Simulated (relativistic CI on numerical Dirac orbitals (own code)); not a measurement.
# One change at a time: Pd12+

Base calculation: Dirac-Coulomb-Breit CI, separate exchange-only KLI orbitals for each configuration, QED by a radiative potential, unscaled Slater integrals.

Configurations in the expansion (outside the closed core [Ar] 3d10): 4s2.4p4, 4s.4p5, 4p6, 4s2.4p3.4d, 4s.4p4.4d, 4s2.4p3.4f, 4s.4p4.4f, 4p5.4d, 4s.4p3.4d2, 4s2.4p3.5s, 4s2.4p3.5p, 4s2.4p2.4d.4f, 4p4.4d2, 4p3.4d3, 4p3.4d2.4f, 4p3.4d2.5s. Double excitations out of closed p, d and f shells are left out; levels of such configurations are missing from the list, as are those of other unlisted configurations, and high levels can miss mixing partners. These lack a partner that the ground configuration has and come out too high: 4s2.4p3.5p.

Variants: (1) one mean potential for all configurations. Shifts of the energy above 4s2.4p4 3P_2, in cm⁻¹, for the lowest level and the first level of each name with at least 55 % of one term (blank where a level changes its place among those of its configuration and J or its character, or is not in the variant):

| Level | Base | Δ(1) |
| --- | --- | --- |
| 4s2.4p4 3P_2 | 0 | 0 |
| 4s2.4p4 3P_0 | 28300 | -20 |
| 4s2.4p4 3P_1 | 40720 | -8 |
| 4s2.4p4 1D_2 | 60319 | -7 |
| 4s2.4p4 1S_0 | 125384 | -60 |
| 4s.4p5 3P°_2 | 307503 | +46 |
| 4s.4p5 3P°_1 | 330103 | +45 |
| 4s.4p5 3P°_0 | 351815 | +50 |
| 4s.4p5 1P°_1 | 400115 | +38 |
| 4s2.4p3.4d 5D°_2 | 430302 | -5 |
| 4s2.4p3.4d 5D°_0 | 430376 | +4 |
| 4s2.4p3.4d 5D°_3 | 431057 | 0 |
| 4s2.4p3.4d 5D°_1 | 432599 | +11 |
| 4s2.4p3.4d 5D°_4 | 436922 | +8 |

At this charge energies of transitions that change n are usually good to better than 1 %, and those within a shell (Δn = 0) to a few per cent.

Ionisation energy from the two ground configurations alone: base 285.168 eV. The NIST ASD value (theoretical) is 286 eV.

LS names give the leading component of a level, which can be under half, so a name can repeat, a term be missing and a line seem to break the LS rules.
